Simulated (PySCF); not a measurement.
**Ionising CsH**

RHF-CCSD(T); PySCF, scalar-relativistic core potentials, basis sets Cs def2-TZVP with ECP46, H def2-TZVP. Neutral (RHF): singlet (closed shell), Re = 2.570 Å, ωe = 813 cm⁻¹, De = 1.41 eV.

CsH⁺ (UHF): doublet (σ ↑), Re = 3.844 Å, ωe = 103 cm⁻¹, De = 0.01 eV to Cs⁺ + H. The energies at the minima are -20.51837 hartree for CsH and -20.32779 for CsH⁺.

(1) Work out the adiabatic ionisation energy, without and with harmonic zero-point energies (1 hartree = 27.2114 eV, 1 eV = 8065.5 cm⁻¹), and the change of the bond length.

Correlated steps freeze no core orbitals. Weak bonds: CsH⁺. Basis-set superposition, not corrected here, can be much of De in a small basis, most of all at correlated wavefunction levels. Spin–orbit coupling is left out. For an ion De counts to the pair picked by the measured ionisation energies or electron affinities, which need not be the lowest pair at this level. Where the molecule has an RHF reference, its open-shell atoms are computed with UHF. The CCSD T1 diagnostic is raised in CsH, a sign that a single reference may not be enough there. States were picked by a PBE0 search and need not be the measured ground states.

Neutral and ion stand on different kinds of reference determinant, which adds to the error of the difference.

## Answers

(1) At CCSD(T): 0.19058 hartree = 5.186 eV between the minima; the zero-point term (103.0 − 813.0)/2 cm⁻¹ = -0.044 eV makes it 5.142 eV. Re changes by +127.4 pm against the neutral. The electron leaves a σ orbital, and the ion is left as a loose complex of an ion and an atom.
